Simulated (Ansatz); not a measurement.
Ansatz (a first-principles code) input (RI-MP2/aug-cc-pV(Q+d)Z):
A basis named .json is the Basis Set Exchange file of that set.

Ansatz 0.2 input:
```yaml
crystal:
  periodic: [false, false, false]
  atoms:
    - {symbol: C, position_ang: [2.86990483, -0.07346322, 0.27203066]}
    - {symbol: C, position_ang: [1.62417507, -0.04157529, 0.15395125]}
    - {symbol: B, position_ang: [0.18416922, -0.00471433, 0.01745691]}
    - {symbol: Cl, position_ang: [-0.77667915, 1.52718372, -0.12967103]}
    - {symbol: Cl, position_ang: [-0.86363412, -1.48519533, -0.02580991]}
basis:
  gaussian:
    orbitals: aug-cc-pV_Q+d_Z.json
    fitting: {mean_field: def2-universal-jkfit, correlation: aug-cc-pVQZ-RIFIT.json}
total_charge: -1
magnetization: {spin_polarized: false}
correlation: {method: mp2, electrons: outside_noble_gas}
```

Output:

```
Functional definition: HF
integrals: 0.70 GiB planned
481 factors; integrals over basis functions are off by at most 1.5e0 eV
0.84 GiB of device memory are held for the factors and their scratch space
mean field: 1.55 GiB planned
mean field evaluation 1: about -27739.5852 eV, gradient 3.3e1 eV
mean field evaluation 2: about -27741.6936 eV, gradient 2.4e1 eV
mean field evaluation 4: about -27743.1685 eV, gradient 2.3e0 eV
mean field evaluation 8: about -27743.1901 eV, gradient 2.7e-6 eV
mean field -27743.19009096 eV, -1019.5434308332 hartree, gradient 2.7e-6 eV, S^2 0.000000; 0 other end points of the search recorded, 0 dependent functions left out
13 core orbitals not correlated
892 factors; their error is unknown
reference -27743.19009096 eV, -1019.5434308332 hartree; 13, 13 occupied and 392, 392 virtual orbitals, 892 factors
second order -22.84483405 eV of doubles, -0.00000000 eV of singles
Total energy: -27766.03492501 eV, -1020.3829629996 hartree
```

It need not be the lowest isomer of its formula. Whether it binds its extra electron was not tested at this geometry.
